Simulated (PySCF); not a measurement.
C₂H₆OSi₂, SMILES C1=C[SiH2]O[SiH2]1. Heavy atoms are numbered as in [CH:1]1=[CH:2][SiH2:3][O:4][SiH2:5]1. Hydrogens are named by the atom that carries them.

Geometry: PBE0-D3(BJ)/def2-SVP. The structure was generated by enumeration, and PubChem lists no compound with its InChIKey, so it may never have been made.

Level of theory: PySCF with KT2/pcSseg-1.

GIAO shieldings, no solvent; atoms alike by connectivity are averaged. δ = σ(ref) − σ: ¹³C against TMS (σ = 185.1 ppm); ²⁹Si against TMS (σ = 361.9 ppm); ¹⁷O against H2O (σ = 330.4 ppm); ¹H against TMS (σ = 31.47 ppm), references at their B3LYP-D3(BJ)/def2-TZVP geometries, non-relativistic.

```csv
nucleus,atoms,count,δ (ppm)
¹³C,C1 (CH),2,149.9
²⁹Si,Si3 (SiH2),2,-4.6
¹⁷O,O4,1,13.4
¹H,H on C1,2,7.53
¹H,H on Si3,4,5.78
```
